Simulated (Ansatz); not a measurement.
`CO[SiH2]O[SiH](O)O` and `CO[SiH2]O[SiH](O)F` differ in one atom or group.

Ansatz, PBE0-D4/def2-TZVP geometries, multiplicity 1. Each molecule was computed in one conformer, which needn't be the lowest.

```json
{"property": "HOMO energy (ωB97M-V/def2-TZVPP) / eV", "`CO[SiH2]O[SiH](O)O`": "-10.88"}
{"property": "LUMO energy (B3LYP/def2-TZVPP) / eV", "`CO[SiH2]O[SiH](O)O`": "0.10"}
{"property": "size of the dipole moment (PBE/def2-TZVPP) / D", "`CO[SiH2]O[SiH](O)O`": "3.40"}
{"property": "HOMO–LUMO gap (ωB97M-V/def2-TZVPP) / eV", "`CO[SiH2]O[SiH](O)O`": "12.86"}
{"property": "LUMO energy (ωB97M-V/def2-TZVPP) / eV", "`CO[SiH2]O[SiH](O)O`": "1.98"}
{"property": "LUMO energy (PBE/def2-TZVPP) / eV", "`CO[SiH2]O[SiH](O)O`": "-0.51"}
```

Question: Give the same properties after the change, and the shifts. (Estimate.)

Answer: Computed: 
```tsv
property	`CO[SiH2]O[SiH](O)F`	shift
HOMO energy (ωB97M-V/def2-TZVPP) / eV	-11.02	-0.14
LUMO energy (B3LYP/def2-TZVPP) / eV	-0.04	-0.14
size of the dipole moment (PBE/def2-TZVPP) / D	3.52	0.12
HOMO–LUMO gap (ωB97M-V/def2-TZVPP) / eV	12.88	0.02
LUMO energy (ωB97M-V/def2-TZVPP) / eV	1.85	-0.13
LUMO energy (PBE/def2-TZVPP) / eV	-0.66	-0.15
```

Dipoles are sizes alone; their direction can turn.

B3LYP here is the variant with VWN-RPA as its local correlation; programs differ in this.
